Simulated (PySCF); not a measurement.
A structure optimised at PBE-D3(BJ)/def2-SVP, used in a PySCF frequency run:

```xyz
11

C     -2.2005     0.8833    -0.6839
Si    -0.9706    -0.5008    -0.3912
F     -1.5708    -1.5565     0.7251
Si     1.0432     0.3684     0.4607
F      1.4777     1.5741    -0.5628
F      2.2297    -0.7559     0.4148
H     -3.1462     0.4922    -1.1105
H     -2.4366     1.4206     0.2564
H     -1.7702     1.6135    -1.4006
H     -0.7023    -1.2665    -1.6575
H      1.0134     0.9387     1.8486
```
Charge 0, spin multiplicity 1.

**Question.** Write its SMILES and formula.

**Answer.** C[Si@H](F)[SiH](F)F, CH5F3Si2

**Question.** What are its rotational constants (standard atomic weights)?

**Answer.** 3.1532, 1.4242, 1.0684 GHz
